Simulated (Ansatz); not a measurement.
The cluster Sn₄Se₄. Charge 0, multiplicity 1. Geometry PBE-D4/def2-SVP; atoms count from 1.

```xyz
8

Sn    2.150    0.101    0.958
Sn   -1.615   -0.163    1.709
Sn   -0.388    1.950   -1.265
Sn   -0.147   -1.889   -1.404
Se   -2.242   -0.106   -0.999
Se    0.155    1.971    1.462
Se    1.685    0.167   -1.783
Se    0.403   -2.032    1.321
```

In the def2 sets Sn takes a core potential; there is no spin–orbit coupling. The structure comes from a short search, and lower isomers may exist.

Estimate the Mulliken populations from the PBE0/def2-TZVP orbitals of Ansatz.


```json
{"atom": "Sn1", "charge (e)": "0.50"}
{"atom": "Sn2", "charge (e)": "0.50"}
{"atom": "Sn3", "charge (e)": "0.50"}
{"atom": "Sn4", "charge (e)": "0.50"}
{"atom": "Se5", "charge (e)": "-0.50"}
{"atom": "Se6", "charge (e)": "-0.50"}
{"atom": "Se7", "charge (e)": "-0.50"}
{"atom": "Se8", "charge (e)": "-0.50"}
```
Mulliken values and Mayer orders depend strongly on the basis.

And the Mayer bond orders between bonded heavy atoms (over 0.3)?

Sn1–Se6 0.71 (2.78 Å); Sn1–Se7 0.71 (2.78 Å); Sn1–Se8 0.71 (2.78 Å); Sn2–Se5 0.71 (2.78 Å); Sn2–Se6 0.71 (2.78 Å); Sn2–Se8 0.72 (2.78 Å); Sn3–Se5 0.71 (2.78 Å); Sn3–Se6 0.72 (2.78 Å); Sn3–Se7 0.71 (2.78 Å); Sn4–Se5 0.72 (2.78 Å); Sn4–Se7 0.72 (2.78 Å); Sn4–Se8 0.71 (2.78 Å).
